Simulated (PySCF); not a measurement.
A search over the determinants of IF⁺

Unrestricted PBE0; PySCF, spin-free X2C with a Gaussian nucleus, basis sets I x2c-SVPall, F x2c-SVPall. Outer shells of the fragments: I+ 4d10 5s2 5p4; F 2s2 2p5.

Followed along the bond (rough minima from three points):

```tsv
2Ms+1	unpaired	⟨S²⟩ at the start	R at minimum (Å)	Te (eV)
2	π ↑	0.75	1.89	0.00
4	σ ↑, π ↑↑	3.75	2.09	1.50
```

Solutions found at the starting distance of 2.025 Å, counted from the lowest of them; the search is not exhaustive and high or unbound solutions are not listed, so other states can lie among these:

```
2Ms+1   unpaired   term  E (eV)  ⟨S²⟩  ⟨Lz²⟩  μ (D)
    2        π ↑     ²Π    0.00  0.75   1.00  -2.48
    4  σ ↑, π ↑↑    ⁴Σ⁻    1.28  3.75   0.00  -2.25
    2  σ ↓, π ↑↑  mixed    1.93  1.76   0.00  -2.18
    2  σ ↑, π ↑↓  mixed    1.94  1.76   2.01  -2.14
    2        σ ↑  mixed    2.93  0.75   2.00  -1.96
    4  σ ↑, π ↑↑  mixed    3.76  3.75   2.01   1.12
    4  σ ↑↑, π ↑     ⁴Π    4.58  3.75   1.00  -0.03
    2        π ↑     ²Π    5.75  0.75   1.03  -1.60
```

A term symbol is given only where ⟨S²⟩ and ⟨Lz²⟩ are close to those of a pure state; real π, δ and φ orbitals otherwise mix terms. A positive dipole points towards F; it is taken about the centre of mass and depends on that origin.

Question: Compare the gap between the two lowest followed solutions at the starting distance with the gap between their minima.

Answer: At PBE0 the second solution (quartet, unpaired electrons σ ↑, π ↑↑) lies +1.28 eV from the first (doublet, unpaired electrons π ↑) at 2.025 Å and +1.50 eV at the minima; the two curves relax by different amounts, since their minima lie near 2.09 and 1.89 Å.

Spin–orbit coupling is left out. Counting both spins, an empty level lies below a filled one in some of these solutions, because spin and occupation are held.
